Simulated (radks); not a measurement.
Problem. Spherical quantum dot in the effective-mass picture: electrons in a hard-walled sphere of radius 3.25, all in effective atomic units (hartree* = m*/eps^2 hartree, bohr* = eps/m* bohr), one dielectric constant everywhere. Method: non-relativistic Kohn-Sham, LDA (Slater exchange, Perdew-Wang correlation), spin-polarised, spherical densities; computed with a radial shooting solver with Libxc functionals. Levels are named by radial order and angular momentum (1s, 1p, 1d, 2s, ...), and open shells are averaged over m. At N = 7 the configuration is 1s2 1p(up 3, down 2). Does electron 8 go into 1d down or 1d up or 1p down?

Solution. Into 1p down. The total energies of the other choices lie higher by 0.486 hartree* (1d up), 0.513 hartree* (1d down).
